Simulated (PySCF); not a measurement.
**Polarisability and C₆ of Re⁵²⁺ (rhenium, charge +52)**

[Ar] 3d5, high-spin 6S determinant. Computed with PySCF 2.14 in an even-tempered Gaussian basis (17 s from 12 bohr⁻², ratio 2.5; 13 p from 16 bohr⁻², ratio 2.5; 7 d from 16 bohr⁻², ratio 2.5; 4 f from 61 bohr⁻², ratio 2.7; 3 g from 92 bohr⁻², ratio 2.7), with the spin-free X2C one-electron Hamiltonian (Gaussian nucleus). Coupled (time-dependent) response in atomic units; α is the mean over directions.

```tsv
method	mean α (bohr³)	C₆ (like pair)	S(−4)
UHF	0.002533	0.0001772	5.039e-06
PBE0	0.002526	0.0001773	4.958e-06
```

S(−4) is the Cauchy moment in α(ω) = α(0) + S(−4) ω² + …

α(iu) at PBE0:

| u (hartree) | α(iu) (bohr³) |
| --- | --- |
| 0 | 0.002526 |
| 4.00 | 0.002450 |
| 8.00 | 0.002258 |
| 16.0 | 0.001793 |
| 24.0 | 0.001441 |
| 32.0 | 0.001212 |
| 40.0 | 0.001060 |
| 60.0 | 0.0008291 |
| 80.0 | 0.0006833 |
| 120 | 0.0004863 |
| 200 | 0.0002716 |

For an ion, C₆ is the dispersion term alone; charge-induced terms of lower order in 1/R come first.

Spin-orbit coupling, which splits the p, d and f shells strongly at this Z, is absent. Spin-orbit coupling is strong in this species (close to jj coupling), so the high-spin LS determinant is a model state, not a physical level.
